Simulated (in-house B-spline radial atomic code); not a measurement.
## PBE0 excitations of Li⁺

Method: PBE0. Computed with a B-spline radial code for spherical atoms: linear response of the closed shell 1s2 with the functional's adiabatic kernel; non-relativistic, point nucleus, no spin-orbit coupling, no double excitations, S, P, D and F terms only.

Command:
```bash
python run_td.py task.json out
```
Settings (radii: box in bohr, nucleus in fm):
```
Z                        3
electrons                2
configuration            1s2
hamiltonian              nr
method                   pbe0
box_radius               41.61
intervals                48
```

Cost of the run: 0.1 s on 1 thread of Arm Neoverse N1 (shared host).

The lowest states, in the order of their Tamm-Dancoff energies; the method's threshold (minus the highest occupied level) is 64.48 eV. Labels give the largest channel, * marks a mixed state, and oscillator strengths are full-response dipole values. Measured ¹D terms are left out, since they can mix with doubly excited terms. Semilocal kernels can invert the small singlet-triplet splittings of Rydberg terms. Energies in eV:

```json
{"state": "1s → 2s 3S", "full response": "54.77", "Tamm-Dancoff": "54.79", "oscillator strength": "-", "measured (J-weighted term)": "59.021"}
{"state": "1s → 2s 1S", "full response": "?", "Tamm-Dancoff": "?", "oscillator strength": "-", "measured (J-weighted term)": "-"}
{"state": "1s → 2p 3P", "full response": "57.02", "Tamm-Dancoff": "57.04", "oscillator strength": "-", "measured (J-weighted term)": "61.281"}
{"state": "1s → 2p 1P", "full response": "57.75", "Tamm-Dancoff": "57.76", "oscillator strength": "0.298", "measured (J-weighted term)": "62.216"}
{"state": "1s → 3s 3S", "full response": "61.15", "Tamm-Dancoff": "61.16", "oscillator strength": "-", "measured (J-weighted term)": "68.781"}
{"state": "1s → 3s 1S", "full response": "61.46", "Tamm-Dancoff": "61.47", "oscillator strength": "-", "measured (J-weighted term)": "69.279"}
{"state": "1s → 3p 3P", "full response": "61.66", "Tamm-Dancoff": "61.67", "oscillator strength": "-", "measured (J-weighted term)": "69.369"}
{"state": "1s → 3p 1P", "full response": "61.82", "Tamm-Dancoff": "61.82", "oscillator strength": "0.0586", "measured (J-weighted term)": "69.648"}
{"state": "1s → 3d 3D", "full response": "?", "Tamm-Dancoff": "?", "oscillator strength": "-", "measured (J-weighted term)": "-"}
{"state": "1s → 3d 1D", "full response": "62.06", "Tamm-Dancoff": "62.06", "oscillator strength": "-", "measured (J-weighted term)": "-"}
```

(1) Where does 1s → 2s 1S lie?

(2) Where does 1s → 3d 3D lie?

(3) How large is the singlet-triplet splitting of 1s → 2s (S terms) in Tamm-Dancoff?

(4) What polarisabilities and dispersion coefficient does the method give?

## Answers

(1) At 56.39 eV in full response, 56.44 eV in Tamm-Dancoff.

(2) At 62.06 eV in full response, 62.06 eV in Tamm-Dancoff.

(3) 1.65 eV, from the unrounded values.

(4) Dipole 0.2024 bohr³, quadrupole 0.1291 bohr⁵, C6 0.08362 hartree·bohr⁶ for two such species.
